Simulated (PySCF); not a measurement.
Calculated NMR parameters of C=C[C@@H]1C=NN([SiH3])C1

```
Formula                               : C5H10N2Si
SMILES                                : C=C[C@@H]1C=NN([SiH3])C1
Point group of the computed structure : C1
Degrees of unsaturation               : 3
Carbon signals                        : 5
Proton signals                        : 8
```

Numbering as in the mapped SMILES `[CH2:1]=[CH:2][C@@H:3]1[CH:4]=[N:5][N:6]([SiH3:7])[CH2:8]1`. Each H is labelled by its parent atom. Ha(C8) is cis to C2 on the ring; Ha(C1) is cis to C3; Hb(C8) is trans to C2 on the ring; Hb(C1) is trans to C3.

How the numbers were obtained: GFN2-xTB geometry, shieldings: GIAO PBE0/pcSseg-1, in PySCF (non-relativistic, no solvent model, equivalent nuclei averaged, one conformer).

Scale: ¹H, ¹³C, ²⁹Si against TMS; ¹⁵N vs NH3 (reference shieldings calculated alike).

| carbon | δC, type | δH (multiplicity) | HMBC from (2–3 bonds) | span of the C tensor (ppm) |
| --- | --- | --- | --- | --- |
| C1 | 121.2, CH2 | Hb(C1) 5.28 (m); Ha(C1) 5.36 (m) | H(C2), H(C3) | 202 |
| C2 | 147.6, CH | 5.85 (m) | H(C4), Ha(C1), Hb(C1), Hb(C8), H(C3), Ha(C8) | 222 |
| C3 | 56.8, CH | 3.77 (m) | H(C4), H(C2), Ha(C1), Hb(C1), Hb(C8), Ha(C8) | 37 |
| C4 | 141.2, CH | 6.09 (d) | H(C2), Hb(C8), H(C3), Ha(C8) | 144 |
| C8 | 56.6, CH2 | Hb(C8) 3.85 (m); Ha(C8) 3.34 (m) | H(C4), H(C2), H(Si7), H(C3) | 67 |

Other nuclei:
```json
{"atoms": "H(Si7)", "nucleus": "¹H", "environment": "hydrogen on a silicon bonded to N", "δ (ppm)": "4.84", "σ (ppm)": "26.87"}
{"atoms": "Si7", "nucleus": "²⁹Si", "environment": "silicon bonded to N, 3 H", "δ (ppm)": "-59.0", "σ (ppm)": "408.1"}
{"atoms": "N5", "nucleus": "¹⁵N", "environment": "imine nitrogen", "δ (ppm)": "388.5", "σ (ppm)": "-120.8"}
{"atoms": "N6", "nucleus": "¹⁵N", "environment": "nitrogen bonded to O or N", "δ (ppm)": "126.2", "σ (ppm)": "141.5"}
```

- Carbon types of the structure: 3 × CH, 2 × CH2, leaving 3 H on heteroatoms.
- δC 147.6: alkene CH; as expected for a trigonal carbon in a double bond.
- δC 141.2: C=N carbon.
- δC 121.2: terminal =CH2 carbon; as expected for a trigonal carbon in a double bond.
- δC 56.6: sp3 CH2 bonded to N; pulled downfield by the heteroatom.
- δH 3.85, 3.34: hydrogen on an sp3 CH2 bonded to N; its carbon carries N, hence the downfield position.

Shifts are as computed. Against solution values, carbons near 30 ppm lie about +3 ppm off and those near 130 ppm about +5 ppm. Of 1211 compounds with measured shifts, 218 miss one by over three times the rms of a fit or turn the order of signals round; such compounds aren't used in these exercises. Experimental scales use liquid or dissolved standards, which lie at an offset from isolated NH3 (liquid NH3: subtract about 20 ppm). Unscaled 15N shifts of sp2 nitrogen come out 20 to 40 ppm too high even then. Multiplicities follow the n + 1 count of equivalent neighbours, as no J values were calculated; m marks all less simple cases, F and P coupling included.
